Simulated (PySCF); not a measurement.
PySCF input for C2H2Cl2, SMILES Cl/C=C/Cl, TDDFT-M06-2X/def2-SVPD. Coordinates come from a PBE-D3(BJ)/def2-SVP optimisation.

```python
import numpy as np
from pyscf import gto, scf, dft, tdscf

mol = gto.M(
    atom='''
    Cl   -0.05093388   -2.16270725   -0.00000000
    C     0.44568608   -0.50369209    0.00000000
    C    -0.44568608    0.50369209   -0.00000000
    Cl    0.05093388    2.16270725    0.00000000
    H     1.53407957   -0.34268428   -0.00000000
    H    -1.53407957    0.34268428    0.00000000
    ''',
    basis='def2-SVPD',
    charge=0,
    spin=0,
    symmetry=True,
    max_memory=1600,
    verbose=4,
)
mf = dft.RKS(mol, xc='m06-2x').density_fit(auxbasis='def2-universal-jkfit')
mf.grids.level = 4
mf.conv_tol = 1e-9
mf.max_cycle = 100
mf.kernel()
mf.grids = dft.Grids(mol).set(level=2).build(with_non0tab=True)  # coarser grid for the response kernel
td = tdscf.TDDFT(mf)
td.singlet = True
td.nstates = 10
td.conv_tol = 1e-4
td.kernel(x0=td.get_init_guess(mf, 15))
td.analyze()
tt = tdscf.TDA(mf)
tt.singlet = False
tt.nstates = 4
tt.conv_tol = 1e-4
tt.kernel(x0=tt.get_init_guess(mf, 9))
tt.analyze(verbose=3)
```

Output:

```
PySCF version 2.14.0

[INPUT] verbose = 4
[INPUT] num. atoms = 6
[INPUT] num. electrons = 48
[INPUT] charge = 0
[INPUT] spin (= nelec alpha-beta = 2S) = 0
[INPUT] symmetry True subgroup None
[INPUT] Mole.unit = angstrom
[INPUT] Symbol           X                Y                Z      unit          X                Y                Z       unit  Magmom
[INPUT]  1 Cl    -0.050933880000  -2.162707250000   0.000000000000 AA   -0.096251083661  -4.086924390111   0.000000000000 Bohr   0.0
[INPUT]  2 C      0.445686080000  -0.503692090000   0.000000000000 AA    0.842224628731  -0.951840101210   0.000000000000 Bohr   0.0
[INPUT]  3 C     -0.445686080000   0.503692090000   0.000000000000 AA   -0.842224628731   0.951840101210   0.000000000000 Bohr   0.0
[INPUT]  4 Cl     0.050933880000   2.162707250000   0.000000000000 AA    0.096251083661   4.086924390111   0.000000000000 Bohr   0.0
[INPUT]  5 H      1.534079570000  -0.342684280000   0.000000000000 AA    2.898990240591  -0.647579436394   0.000000000000 Bohr   0.0
[INPUT]  6 H     -1.534079570000   0.342684280000   0.000000000000 AA   -2.898990240591   0.647579436394   0.000000000000 Bohr   0.0

nuclear repulsion = 174.419741963919
point group symmetry = C2h
symmetry origin: [0. 0. 0.]
symmetry axis x: [1.00000000e+00 7.13343066e-10 0.00000000e+00]
symmetry axis y: [-7.13343066e-10  1.00000000e+00  0.00000000e+00]
symmetry axis z: [0. 0. 1.]
num. orbitals of irrep Ag = 39
num. orbitals of irrep Bg = 16
num. orbitals of irrep Au = 16
num. orbitals of irrep Bu = 39
number of shells = 46
number of NR pGTOs = 170
number of NR cGTOs = 110
basis = def2-SVPD
ecp = {}


[settings echo left out]
init E= -997.833176939791
HOMO (Au) = -0.262751765453025  LUMO (Bg) = -0.0340992249390757  gap/eV = 6.22195
cycle= 1 E= -997.361986698407  delta_E= 0.471  |g|= 0.295  |ddm|=  3.3
HOMO (Au) = -0.336509929867617  LUMO (Bg) = -0.0452801462759687  gap/eV = 7.92477
cycle= 2 E= -997.363894740759  delta_E= -0.00191  |g|= 0.31  |ddm|= 1.24
HOMO (Au) = -0.315546491275673  LUMO (Bg) = 0.00269321982921156  gap/eV = 8.65974
cycle= 3 E= -997.390002298376  delta_E= -0.0261  |g|= 0.0273  |ddm|= 0.638
HOMO (Au) = -0.318790657986948  LUMO (Bg) = 0.00014902150605911  gap/eV = 8.67879
cycle= 4 E= -997.390247109675  delta_E= -0.000245  |g|= 0.00719  |ddm|= 0.0602
HOMO (Au) = -0.318232002989877  LUMO (Bg) = 0.000704289186796103  gap/eV = 8.67870
cycle= 5 E= -997.390263388985  delta_E= -1.63e-05  |g|= 0.00113  |ddm|= 0.0246
HOMO (Au) = -0.318241145327845  LUMO (Bg) = 0.000698287524015573  gap/eV = 8.67878
cycle= 6 E= -997.390264032435  delta_E= -6.43e-07  |g|= 0.000262  |ddm|= 0.0035
HOMO (Au) = -0.318274535358295  LUMO (Bg) = 0.000682658013224646  gap/eV = 8.67927
cycle= 7 E= -997.390264065656  delta_E= -3.32e-08  |g|= 5.97e-05  |ddm|= 0.000791
HOMO (Au) = -0.318265531931649  LUMO (Bg) = 0.000694096348988538  gap/eV = 8.67933
cycle= 8 E= -997.390264067905  delta_E= -2.25e-09  |g|= 1.3e-05  |ddm|= 0.000211
HOMO (Au) = -0.318268400241208  LUMO (Bg) = 0.000692227120540068  gap/eV = 8.67936
cycle= 9 E= -997.39026406799  delta_E= -8.5e-11  |g|= 2.34e-06  |ddm|= 5.87e-05
HOMO (Au) = -0.318268124278375  LUMO (Bg) = 0.000692428871786888  gap/eV = 8.67936
Extra cycle  E= -997.390264067994  delta_E= -4.09e-12  |g|= 1.08e-06  |ddm|= 7.86e-06
converged SCF energy = -997.390264067994
tot grids = 56656


******** <class 'pyscf.tdscf.rks.TDDFT'> for <class 'pyscf.df.df_jk.DFSymAdaptedRKS'> ********
nstates = 10 singlet
deg_eia_thresh = 1.000e-03
wfnsym = None
conv_tol = 0.0001
eigh lindep = 1e-12
eigh level_shift = 0
eigh max_cycle = 100


Excitation energies (eV)
[5.92177885 6.27919705 6.87663892 7.14000008 7.48523835 7.52267909
 7.55667453 7.76510965 7.88685602 8.31326715]

** Singlet excitation energies and oscillator strengths **
Excited State   1:   Bg      5.92178 eV    209.37 nm  f=0.0000
      24 -> 26        0.65310
      24 -> 32        0.20164
      24 -> 35       -0.13552
Excited State   2:   Bu      6.27920 eV    197.45 nm  f=0.3286
      24 -> 25       -0.69950
Excited State   3:   Au      6.87664 eV    180.30 nm  f=0.0000
      21 -> 26        0.11144
      24 -> 27        0.64444
      24 -> 29        0.12398
      24 -> 34       -0.18247
      24 -> 37       -0.10682
Excited State   4:   Bg      7.14000 eV    173.65 nm  f=0.0000
      23 -> 25       -0.69396
Excited State   5:   Bg      7.48524 eV    165.64 nm  f=0.0000
      24 -> 28       -0.69110
Excited State   6:   Au      7.52268 eV    164.81 nm  f=0.0035
      21 -> 26        0.12055
      22 -> 25        0.60373
      24 -> 29        0.30321
      24 -> 34       -0.10143
Excited State   7:   Au      7.55667 eV    164.07 nm  f=0.0048
      21 -> 26        0.15476
      22 -> 25       -0.35849
      24 -> 27       -0.19981
      24 -> 29        0.50408
      24 -> 34       -0.20090
Excited State   8:   Bu      7.76511 eV    159.67 nm  f=0.0099
      22 -> 27        0.17418
      22 -> 29        0.17697
      22 -> 34       -0.12270
      22 -> 37       -0.10253
      23 -> 26        0.59868
      23 -> 32        0.18312
      23 -> 35       -0.11506
Excited State   9:   Ag      7.88686 eV    157.20 nm  f=0.0000
      22 -> 26       -0.58312
      22 -> 32       -0.17781
      22 -> 35        0.11049
      23 -> 27       -0.19396
      23 -> 29       -0.19818
      23 -> 34        0.12701
      23 -> 37        0.10806
Excited State  10:   Ag      8.31327 eV    149.14 nm  f=0.0000
      21 -> 25        0.31008
      24 -> 30       -0.62942

** Transition electric dipole moments (AU) **
state          X           Y           Z        Dip. S.      Osc.
  1         0.0000      0.0000      0.0000      0.0000      0.0000
  2         0.3441     -1.4204      0.0000      2.1359      0.3286
  3        -0.0000     -0.0000      0.0098      0.0001      0.0000
  4        -0.0000     -0.0000     -0.0000      0.0000      0.0000
  5         0.0000      0.0000      0.0000      0.0000      0.0000
  6        -0.0000     -0.0000      0.1386      0.0192      0.0035
  7        -0.0000     -0.0000      0.1605      0.0258      0.0048
  8         0.1391     -0.1809      0.0000      0.0521      0.0099
  9        -0.0000     -0.0000      0.0000      0.0000      0.0000
 10        -0.0000      0.0000      0.0000      0.0000      0.0000

** Transition velocity dipole moments (imaginary part, AU) **
state          X           Y           Z        Dip. S.      Osc.
  1        -0.0000     -0.0000     -0.0000      0.0000      0.0000
  2         0.0784     -0.3405      0.0000      0.1221      0.3526
  3        -0.0000     -0.0000      0.0267      0.0007      0.0019
  4         0.0000      0.0000      0.0000      0.0000      0.0000
  5        -0.0000     -0.0000      0.0000      0.0000      0.0000
  6        -0.0000     -0.0000      0.0389      0.0015      0.0036
  7        -0.0000     -0.0000      0.0515      0.0027      0.0064
  8         0.0500     -0.0583     -0.0000      0.0059      0.0138
  9        -0.0000     -0.0000      0.0000      0.0000      0.0000
 10        -0.0000      0.0000      0.0000      0.0000      0.0000

** Transition magnetic dipole moments (imaginary part, AU) **
state          X           Y           Z
  1         0.0652     -0.0965      0.0000
  2         0.0000     -0.0000     -0.0000
  3         0.0000      0.0000     -0.0000
  4         0.1617      1.0457     -0.0000
  5        -0.0544      0.1563      0.0000
  6         0.0000      0.0000     -0.0000
  7         0.0000      0.0000     -0.0000
  8        -0.0000      0.0000     -0.0000
  9        -0.0000      0.0000     -0.0838
 10        -0.0000     -0.0000     -0.4908


******** <class 'pyscf.tdscf.rks.TDA'> for <class 'pyscf.df.df_jk.DFSymAdaptedRKS'> ********
nstates = 4 triplet
deg_eia_thresh = 1.000e-03
wfnsym = None
conv_tol = 0.0001
eigh lindep = 1e-12
eigh level_shift = 0
eigh max_cycle = 100


Excitation energies (eV)
[4.0924739  5.53001442 6.64130271 7.02698019]

** Triplet excitation energies and oscillator strengths **
Excited State   1:   Bu      4.09247 eV    302.96 nm  f=0.0000
Excited State   2:   Bg      5.53001 eV    224.20 nm  f=0.0000
Excited State   3:   Au      6.64130 eV    186.69 nm  f=0.0000
Excited State   4:   Bg      7.02698 eV    176.44 nm  f=0.0000
```

The run converged.

Cost: very roughly 120 core-seconds.
